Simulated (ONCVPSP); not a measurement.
## Before and after: ONCV potential for Hf

| Quantity | Value |
| --- | --- |
| Element | Hf |
| Generator | ONCVPSP 4.0.1 |
| Type | optimised norm-conserving Vanderbilt (ONCV) |
| Functional | PBE |
| Relativity | scalar-relativistic |
| Frozen core | [Kr] 4d10 4f14 |
| Valence charge | 12 |
| Reference configuration | 5s2 5p6 5d2 (charge +2) |
| Partial waves | 5s: rc 1.15 bohr, ncon 4, nbas 8, qcut 4.8 1/bohr, 2 projectors, debl 3.4 Ha; 5p: rc 1.25 bohr, ncon 3, nbas 6, qcut 7.4 1/bohr, 1 projector; 5d: rc 1.95 bohr, ncon 4, nbas 8, qcut 5.4 1/bohr, 2 projectors, debl 3.6 Ha |
| Local potential | polynomial inside 0.80 bohr (lpopt 5, dvloc0 -1 Ha) |
| Core correction | none |

Change: p: nproj 3. In the p channel the program set the typed energies aside and used -1.860, 0.250, 0.950 Ha.

Cutoffs: the cutoffs (Ha) at which the residual kinetic energy of the hardest occupied pseudo-wave falls to 1 and 0.1 mHa per electron; they do not see the model core or the augmentation charge, which bear on the density cutoff. Errors are all-electron minus pseudo energies relative to the spin-unpolarised reference configuration.

Question: Predict the effect on cutoff, ghosts and configuration errors.

Answer: The potential gets neither clearly harder nor softer (127 Ha and 147 Ha → 127 Ha and 147 Ha); the bound ghosts move from p, s to s; the number of tests with a reliable result goes from 3 to 4; the errors of the 3 common tests hardly move.

| quantity | base | changed |
| --- | --- | --- |
| cutoff, loose | 127 Ha | 127 Ha |
| cutoff, tight | 147 Ha | 147 Ha |
| bound ghosts | s, p | s |
| GHOST(+) flags under 300 eV | d at 254.9 eV | p at 132.2 eV, d at 254.9 eV |
| tests with a reliable result | 3 of 4 | 4 of 4 |
| error for 5s2 5p6 5d2 6s2, meV [ΔE -22.16 eV] | +56 | +56 |
| error for 5s2 5p6 5d2 6s1, meV [ΔE -14.18 eV] | +22 | +22 |
| error for 5s2 5p6 5d1, meV [ΔE 21.79 eV] | -13 | -13 |
| s: phases at 1.16 bohr within 0.05 rad from the reference energy up to (Ha; the scan ends near 5) | to the end of the scan | to the end of the scan |
| p: phases at 1.27 bohr within 0.05 rad from the reference energy up to (Ha; the scan ends near 5) | to the end of the scan | n/a |
| d: phases at 1.98 bohr within 0.05 rad from the reference energy up to (Ha; the scan ends near 5) | to the end of the scan | to the end of the scan |

 A true bound ghost makes a file unfit for plane-wave use even where its test errors are small: the radial tests pick states by their node count and pass the ghost by.
